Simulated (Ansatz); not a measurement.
C4H9OSn (SMILES CC(C)(C)[O][Sn+]), charge +1, singlet, geometry from GFN2-xTB (such geometries of metal compounds can be far from the true shape) (all electrons, no relativity). Base run: PBE/3-21G (Ansatz, a first-principles code).

Ansatz was given this input:
Ansatz 0.2 input:
```yaml
crystal:
  periodic: [false, false, false]
  atoms:
    - {symbol: Sn, position_ang: [0.57860348, 0.99037821, 0.99602755]}
    - {symbol: O, position_ang: [-0.13951525, -0.23880407, -0.24016626]}
    - {symbol: C, position_ang: [-0.69301889, -1.18621963, -1.19298609]}
    - {symbol: C, position_ang: [0.35754660, -2.26620988, -1.41139384]}
    - {symbol: C, position_ang: [-1.96370062, -1.75208190, -0.57416742]}
    - {symbol: C, position_ang: [-0.98384300, -0.41492838, -2.47294697]}
    - {symbol: H, position_ang: [0.00267037, -3.01018296, -2.11844506]}
    - {symbol: H, position_ang: [0.57924891, -2.75285016, -0.46071701]}
    - {symbol: H, position_ang: [1.26974182, -1.81057548, -1.79876224]}
    - {symbol: H, position_ang: [-1.71926578, -2.24375716, 0.36831025]}
    - {symbol: H, position_ang: [-2.42869660, -2.47166480, -1.24150070]}
    - {symbol: H, position_ang: [-2.66452557, -0.93918319, -0.37975242]}
    - {symbol: H, position_ang: [-0.05851124, 0.02257598, -2.84991934]}
    - {symbol: H, position_ang: [-1.69426393, 0.38487527, -2.25993678]}
    - {symbol: H, position_ang: [-1.40235463, -1.07107684, -3.23035818]}
basis:
  gaussian:
    orbitals: 3-21G.json
hamiltonian:
  xc: pbe
total_charge: 1
```
The basis file holds 3-21G in the JSON format of the Basis Set Exchange.

Variants of this job, named by their change:

```json
[
 {"change": "base", "basis functions": "96", "E (Eh)": "-6229.98693"},
 {"change": "basis = x2c-SVPall; relativity = none", "basis functions": "151", "E (Eh)": "-6123.53909"},
 {"change": "basis = jorge-DZP-DKH; relativity = spin-free X2C", "basis functions": "168", "E (Eh)": "-6403.76326"},
 {"change": "basis = ANO-RCC-VDZP; relativity = none", "basis functions": "158", "E (Eh)": "-6086.29469"},
 {"change": "basis = x2c-SVPall; relativity = spin-free X2C", "basis functions": "151", "E (Eh)": "-6408.02875"},
 {"change": "basis = x2c-SVPall; relativity = spin-free X2C; nucleus = Gaussian", "basis functions": "151", "E (Eh)": "-6407.90301"},
 {"change": "basis = ANO-RCC-VDZP; relativity = spin-free X2C; nucleus = Gaussian", "basis functions": "158", "E (Eh)": "-6408.65888"},
 {"change": "basis = jorge-DZP-DKH; relativity = none", "basis functions": "168", "E (Eh)": "-6197.36403"},
 {"change": "basis = ANO-RCC-VDZP; relativity = spin-free X2C", "basis functions": "158", "E (Eh)": "-6408.82619"},
 {"change": "basis = jorge-DZP-DKH; relativity = spin-free X2C; nucleus = Gaussian", "basis functions": "168", "E (Eh)": "-6403.62063"}
]
```

Totals shift with the method and basis; they matter in differences.

Ansatz warned in this series: the basis is contracted for relativity, which the run leaves out.

Basis sets contracted for a relativistic Hamiltonian are a mismatch without it, so the rows without relativity aren't non-relativistic limits. No row has spin-orbit coupling; sets with core potentials leave out the core electrons.
